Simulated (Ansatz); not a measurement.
(1) Predict a relaxed structure of CuAg2, charge 0, doublet, at PBE-D4/def2-TZVP (Ansatz).

Answers

(1) 
```xyz
3

Ag   -0.7961    0.3755   -2.0046
Ag    0.8968   -1.1022    1.6655
Cu   -0.1006    0.7267    0.3390
```
Point group C2v (tolerance 0.1 Å). This is one stationary point.

In the def2 sets Ag takes a core potential; there is no spin–orbit coupling. The structure comes from a short search, and lower isomers may exist.
